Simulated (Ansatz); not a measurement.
Species: Ge$_{2}$, charge 0, multiplicity 3. 
Geometry from a B3LYP-D3(BJ)/def2-TZVP (Ansatz, a program for electronic structure) optimisation:
SMILES: [Ge]=[Ge]
```xyz
2

Ge     0.0000     0.0000    -1.2033
Ge     0.0000     0.0000     1.2033
```
Charge 0, spin multiplicity 3.

Quantity: atomisation energy (electronic, to ground-state atoms), in kcal/mol. Valence correlation only, unless marked. Open shells are spin-unrestricted. Spin-orbit coupling is left out. Frozen are the shells of the preceding noble gas and the d and f shells that filled before the atom's block. No relativistic terms. The coupled-cluster limit lacks core correlation, which all-electron functionals hold. CBS(X,Y): correlation extrapolated as X^-3; Hartree-Fock from the larger set.

```tsv
level	program	atomisation energy (kcal/mol)
revPBE-D3(BJ)/def2-TZVPD	Ansatz + dftd3	71.7
B97M-V/def2-TZVPD	Ansatz	(withheld)
PBE0/STO-3G	Ansatz	117.1
CCSD/6-31G	Ansatz	(withheld)
CCSD(T)/CBS(aug-cc-pVTZ,aug-cc-pVQZ)	Ansatz	65.3
```

Question: Complete the blanks.

Answer: 
- B97M-V/def2-TZVPD, atomisation energy (kcal/mol): 71.4
- CCSD/6-31G, atomisation energy (kcal/mol): 45.2
